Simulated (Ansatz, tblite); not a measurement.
Removing and adding an electron: BMe2F (C2H6BF). Charge 0, multiplicity 1. Geometry: r2SCAN-D4/def2-SVP. Ansatz, gas phase; energy differences of separate SCF runs; the oxidised species was run as a doublet alone; the reduced species was run as a doublet alone.

```xyz
10

B     0.0231    0.5513    0.0322
C    -0.0366   -0.0832   -1.3991
H    -1.1060   -0.1927   -1.6640
H     0.3946   -1.0949   -1.4461
H     0.4166    0.5529   -2.1746
C     0.0222   -0.2533    1.3767
H     1.0800   -0.4296    1.6520
H    -0.4456   -1.2460    1.2961
H    -0.4276    0.3054    2.2119
F     0.0793    1.8901    0.1149
```

The xTB rows come from tblite.

**Question.** Estimate orbital energies and vertical ionisation energies and electron affinities at: GFN1-xTB; GFN2-xTB; PBE-D4/def2-TZVP; PBE-D4/def2-TZVPD; r2SCAN-D4/def2-TZVP; r2SCAN-D4/def2-TZVPD; PBE0-D4/def2-TZVP; PBE0-D4/def2-TZVPD.

**Answer.** 
```csv
level,−HOMO (eV),vertical IE (eV),−LUMO (eV),vertical EA (eV),HOMO–LUMO gap (eV),IE − EA (eV),remarks
GFN1-xTB,12.31,15.75,6.53,2.59,5.78,13.16,–
GFN2-xTB,11.19,14.60,5.99,1.74,5.20,12.86,–
PBE-D4/def2-TZVP,7.18,10.65,0.96,–,6.22,–,–
PBE-D4/def2-TZVPD,7.20,–,1.02,-0.66,6.18,–,HOMO above zero (-1 doublet)
r2SCAN-D4/def2-TZVP,7.50,10.77,0.52,–,6.97,–,–
r2SCAN-D4/def2-TZVPD,7.51,–,0.56,-0.84,6.95,–,HOMO above zero (-1 doublet)
PBE0-D4/def2-TZVP,8.70,11.01,-0.09,–,8.79,–,–
PBE0-D4/def2-TZVPD,8.71,–,-0.04,-0.78,8.75,–,HOMO above zero (-1 doublet)
```

   A HOMO above zero means that the electron is unbound at that level or that self-interaction error raises the level; the energy of removing that electron tells which. Raw xTB energy differences between charge states are shifted by several eV; the methods need an empirical correction for them. A negative affinity means that the extra electron isn't bound; its size then hangs on the basis.
